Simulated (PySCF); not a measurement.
**Molecular orbitals of LiTl**

PBE at R = 3.036 Å; Li cc-pVDZ, Tl cc-pVDZ-PP with ECP60; scalar-relativistic core potentials (PySCF 2.14). State: ¹Σ⁺ (singlet), closed shell. Only the outer orbitals are listed, counted within each symmetry, core potentials removing the inner ones.

```csv
orbital,occ.,ε (eV),on Li (%),main shells (%)
3σ,2,-50.35,100,100 Li s
1δ,2,-15.43,0,100 Tl d
1δ,2,-15.43,0,100 Tl d
2π,2,-15.13,0,100 Tl d
2π,2,-15.13,0,100 Tl d
4σ,2,-15.04,0,100 Tl d
5σ,2,-9.27,5,95 Tl s
6σ,2,-2.97,48,"51 Tl p, 46 Li s"
3π,0,-2.37,14,"86 Tl p, 14 Li p"
3π,0,-2.37,14,"86 Tl p, 14 Li p"
7σ,0,-1.59,75,"44 Li s, 31 Li p, 24 Tl p"
```

Problem. Which are the highest filled and the lowest empty level, where do they sit, and how wide is the gap?

Solution. Highest filled 6σ at -2.97 eV (in %: 51 Tl p, 46 Li s); lowest empty 3π at -2.37 eV (in %: 86 Tl p, 14 Li p); the gap at PBE is 0.60 eV.

| Property | Result |
| --- | --- |
| bond order (Mayer) | 1.07 |
| ⟨S²⟩ | 0.000 |
| charge on Li (Mulliken, basis-dependent) | -0.06 |
| charge on Li (Löwdin, basis-dependent) | -0.02 |
| dipole moment (positive dipole means Li(−)Tl(+)) | -0.70 D |
| polarisability along the bond | 297.2 bohr³ |
| polarisability across the bond | 127.3 bohr³ |

Closed-shell solutions of metal pairs were not tested for spin polarisation, which can lower them a little. Spin–orbit coupling is left out, which matters for elements this heavy, above all for dissociation energies.
